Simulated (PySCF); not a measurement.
Excitations are Tamm–Dancoff values on a coarser integration grid. The basis has no diffuse functions, so Rydberg states are missing or too high.

Z-matrix (Å, degrees):
```
B
O 1 1.3537
H 2 0.9620 1 112.98
O 1 1.3587 2 116.24 3 179.86
H 4 0.9575 1 114.97 2 -179.89
Si 1 2.0416 2 119.17 3 -0.17
H 6 1.4866 1 114.09 2 118.72
H 6 1.4866 7 107.70 1 -127.63
Cl 6 2.0774 7 107.40 8 -115.33
```
Charge 0, spin multiplicity 1.

Question: Estimate the total energy, LUMO, S1–T1 gap (TDA), HOMO–LUMO gap and HOMO that PBE0-D4/def2-TZVP (PySCF 2.14.0) returns for this input.

Answer: 
| Item | Value |
|---|---|
| total energy | -927.1825 Ha |
| LUMO | -0.56 eV |
| S1–T1 gap (TDA) | 1.06 eV |
| HOMO–LUMO gap | 7.63 eV |
| HOMO | -8.19 eV |
